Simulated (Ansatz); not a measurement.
Steps of a relaxation of `C=C[Si@@H](O)[Si@@H](O)F` with RKS PBE0-D4/def2-TZVP.

```sh
$ ansatz run in.yaml --threads 2 --pin off --events-out ev --progress --plain --max-ram 22528MiB --backend cuda --devices 0, --max-vram 18GiB
```

```yaml
crystal:
  periodic: [false, false, false]
  atoms:
    - {symbol: C, position_ang: [-0.670860, 2.231650, 1.333980]}
    - {symbol: C, position_ang: [-0.576470, 0.913800, 1.267710]}
    - {symbol: Si, position_ang: [-0.701900, -0.083490, -0.321820]}
    - {symbol: O, position_ang: [-0.881390, 1.046460, -1.489330]}
    - {symbol: Si, position_ang: [1.186630, -1.320180, -0.700100]}
    - {symbol: O, position_ang: [1.108710, -2.529220, 0.374890]}
    - {symbol: F, position_ang: [1.106080, -2.034920, -2.164170]}
    - {symbol: H, position_ang: [-0.832780, 2.817800, 0.445190]}
    - {symbol: H, position_ang: [-0.593760, 2.781740, 2.260270]}
    - {symbol: H, position_ang: [-0.414800, 0.358340, 2.183910]}
    - {symbol: H, position_ang: [-1.940160, -0.889620, -0.270670]}
    - {symbol: H, position_ang: [-0.939980, 0.818000, -2.412290]}
    - {symbol: H, position_ang: [2.542170, -0.774720, -0.779060]}
    - {symbol: H, position_ang: [1.608510, -3.335630, 0.271480]}
basis:
  gaussian: {orbitals: def2-TZVP}
hamiltonian: {xc: pbe0, dispersion: d4}
relax: {f_tol: 0.005, max_steps: 150}
```

Positions (Å) and forces (eV/Å) along the path, 9 of 16 steps:

```xyz
14
step=1 energy=-24746.2859 eV
C    -0.671    2.232    1.334    0.000    0.130   -0.157
C    -0.576    0.914    1.268    0.091   -0.734   -0.289
Si   -0.702   -0.083   -0.322   -0.540    1.146    0.736
O    -0.881    1.046   -1.489    0.043    0.593   -0.336
Si    1.187   -1.320   -0.700    0.423   -1.319   -1.106
O     1.109   -2.529    0.375   -0.258   -0.228    0.721
F     1.106   -2.035   -2.164   -0.229    0.381    0.196
H    -0.833    2.818    0.445   -0.033    0.204   -0.273
H    -0.594    2.782    2.260    0.005    0.037    0.235
H    -0.415    0.358    2.184    0.026   -0.094    0.218
H    -1.940   -0.890   -0.271    0.013   -0.460    0.051
H    -0.940    0.818   -2.412   -0.017   -0.145   -0.152
H     2.542   -0.775   -0.779    0.289    0.557    0.203
H     1.609   -3.336    0.271    0.186   -0.068   -0.044
14
step=3 energy=-24746.4522 eV
C    -0.656    2.228    1.337    0.111    0.084    0.042
C    -0.595    0.901    1.267   -0.060   -0.074   -0.079
Si   -0.731   -0.030   -0.333    0.084   -0.173    0.122
O    -0.870    1.097   -1.525   -0.061    0.265   -0.042
Si    1.170   -1.379   -0.720   -0.168   -0.062   -0.398
O     1.122   -2.564    0.401    0.033   -0.168    0.166
F     1.018   -2.056   -2.188    0.083    0.216    0.281
H    -0.797    2.832    0.446    0.014    0.009    0.006
H    -0.548    2.766    2.278   -0.072   -0.070   -0.076
H    -0.460    0.330    2.185    0.025    0.005   -0.017
H    -1.912   -0.951   -0.290    0.061    0.051   -0.028
H    -0.930    0.840   -2.444   -0.003   -0.116    0.029
H     2.492   -0.683   -0.756   -0.065   -0.089    0.005
H     1.696   -3.331    0.343    0.019    0.123   -0.013
14
step=6 energy=-24746.4751 eV
C    -0.605    2.214    1.327    0.087   -0.034   -0.009
C    -0.620    0.885    1.254   -0.004    0.061    0.042
Si   -0.754   -0.038   -0.342   -0.021   -0.032   -0.009
O    -0.901    1.105   -1.526    0.001    0.062    0.054
Si    1.137   -1.384   -0.726    0.011    0.009   -0.034
O     1.108   -2.580    0.393   -0.339    0.279   -0.025
F     1.029   -2.015   -2.205   -0.020   -0.001    0.013
H    -0.659    2.836    0.436   -0.030   -0.051    0.060
H    -0.523    2.729    2.281   -0.020    0.025   -0.038
H    -0.551    0.312    2.179   -0.013   -0.002   -0.027
H    -1.936   -0.951   -0.305   -0.009    0.005   -0.016
H    -0.973    0.816   -2.434   -0.003   -0.053   -0.057
H     2.453   -0.690   -0.728    0.022    0.004    0.023
H     1.795   -3.238    0.395    0.336   -0.272    0.022
14
step=8 energy=-24746.4832 eV
C    -0.558    2.194    1.320    0.012    0.000    0.027
C    -0.637    0.867    1.254   -0.007    0.063    0.005
Si   -0.790   -0.048   -0.345    0.004   -0.030    0.021
O    -0.936    1.094   -1.532   -0.006    0.004    0.006
Si    1.114   -1.372   -0.726   -0.003   -0.005   -0.032
O     1.081   -2.600    0.358    0.012   -0.003    0.001
F     1.030   -1.955   -2.225    0.004   -0.008   -0.011
H    -0.590    2.812    0.427   -0.004   -0.025   -0.007
H    -0.463    2.718    2.267    0.001   -0.006   -0.004
H    -0.600    0.294    2.180   -0.004   -0.006   -0.014
H    -1.974   -0.959   -0.310   -0.001    0.007   -0.006
H    -0.963    0.785   -2.438   -0.001    0.003   -0.013
H     2.429   -0.673   -0.678   -0.003    0.005    0.017
H     1.857   -3.157    0.448   -0.004    0.002    0.009
14
step=9 energy=-24746.4747 eV rejected
C    -0.548    2.200    1.327   -0.029    0.059   -0.180
C    -0.638    0.880    1.245   -0.062   -0.398    0.102
Si   -0.807   -0.067   -0.337   -0.015    0.259   -0.113
O    -0.915    1.081   -1.528   -0.006   -0.036   -0.018
Si    1.100   -1.383   -0.725    0.020   -0.055    0.071
O     1.105   -2.618    0.354   -0.076    0.050   -0.032
F     1.032   -1.954   -2.228   -0.018   -0.019   -0.015
H    -0.592    2.803    0.427    0.047    0.142    0.006
H    -0.442    2.718    2.274   -0.004    0.031    0.024
H    -0.612    0.291    2.158    0.042    0.002    0.121
H    -2.023   -0.932   -0.316    0.026   -0.035    0.042
H    -0.946    0.780   -2.437   -0.003   -0.006   -0.006
H     2.393   -0.647   -0.668    0.030    0.020    0.006
H     1.893   -3.152    0.452    0.048   -0.013   -0.008
14
step=10 energy=-24746.4838 eV
C    -0.549    2.194    1.317    0.000    0.003    0.004
C    -0.638    0.868    1.252    0.006    0.000    0.014
Si   -0.796   -0.053   -0.344   -0.007   -0.012   -0.013
O    -0.951    1.089   -1.532   -0.001    0.002    0.008
Si    1.112   -1.371   -0.729    0.003    0.007   -0.008
O     1.074   -2.609    0.345    0.005   -0.005    0.001
F     1.049   -1.941   -2.234    0.002    0.004    0.011
H    -0.580    2.808    0.423    0.001   -0.005   -0.005
H    -0.449    2.718    2.263    0.001   -0.001    0.001
H    -0.603    0.293    2.176   -0.003    0.004   -0.004
H    -1.978   -0.965   -0.301   -0.003    0.005    0.000
H    -0.968    0.784   -2.439    0.000   -0.003   -0.005
H     2.421   -0.663   -0.653    0.000   -0.005    0.000
H     1.856   -3.152    0.455   -0.005    0.006   -0.001
14
step=14 energy=-24746.4839 eV
C    -0.531    2.187    1.311    0.020   -0.007   -0.005
C    -0.650    0.863    1.253   -0.002    0.004    0.000
Si   -0.812   -0.061   -0.342   -0.001    0.002    0.001
O    -0.970    1.080   -1.530    0.001   -0.001   -0.007
Si    1.107   -1.363   -0.726    0.007   -0.003   -0.006
O     1.076   -2.611    0.336   -0.003    0.000    0.004
F     1.059   -1.920   -2.236   -0.002    0.003    0.005
H    -0.536    2.796    0.412   -0.010   -0.002    0.006
H    -0.426    2.715    2.255   -0.005    0.000   -0.001
H    -0.638    0.293    2.181   -0.003    0.002   -0.001
H    -1.993   -0.973   -0.295    0.001    0.000    0.000
H    -0.962    0.777   -2.439    0.000    0.000    0.008
H     2.409   -0.644   -0.635   -0.001    0.001    0.001
H     1.868   -3.139    0.455   -0.002    0.002   -0.004
14
step=15 energy=-24746.4840 eV
C    -0.532    2.188    1.312    0.001   -0.002   -0.002
C    -0.648    0.864    1.253   -0.001    0.002    0.001
Si   -0.810   -0.060   -0.342   -0.001    0.000   -0.001
O    -0.967    1.081   -1.530    0.000    0.001   -0.002
Si    1.108   -1.364   -0.727    0.002   -0.003   -0.005
O     1.076   -2.610    0.338   -0.002   -0.001    0.003
F     1.058   -1.923   -2.236    0.000    0.002    0.004
H    -0.543    2.797    0.414    0.000   -0.002    0.002
H    -0.429    2.716    2.256   -0.001    0.000   -0.001
H    -0.634    0.293    2.180    0.001    0.001   -0.001
H    -1.991   -0.972   -0.295    0.001    0.000    0.000
H    -0.962    0.777   -2.439    0.000   -0.002    0.003
H     2.411   -0.647   -0.638   -0.001    0.001    0.001
H     1.866   -3.141    0.454    0.000    0.001   -0.002
14
step=16 energy=-24746.4840 eV
C    -0.532    2.188    1.312    0.000   -0.001   -0.001
C    -0.648    0.864    1.253    0.000    0.001    0.001
Si   -0.810   -0.060   -0.342    0.001    0.000   -0.001
O    -0.967    1.081   -1.531    0.000    0.002   -0.001
Si    1.108   -1.364   -0.726    0.000   -0.002   -0.005
O     1.075   -2.610    0.338   -0.001   -0.001    0.003
F     1.058   -1.922   -2.236    0.001    0.002    0.004
H    -0.544    2.797    0.414    0.000   -0.002    0.001
H    -0.430    2.716    2.256    0.000    0.000   -0.001
H    -0.633    0.293    2.180    0.000    0.001   -0.001
H    -1.991   -0.972   -0.295    0.001    0.000    0.000
H    -0.963    0.777   -2.439    0.000   -0.002    0.002
H     2.411   -0.647   -0.637   -0.001    0.000    0.000
H     1.865   -3.141    0.454    0.000    0.001   -0.002
```

It took 58 s on 2 threads of an AMD EPYC 7R13 on a shared host and a share of an NVIDIA H100 80 GB, with 0.96 GiB of host memory at the peak.
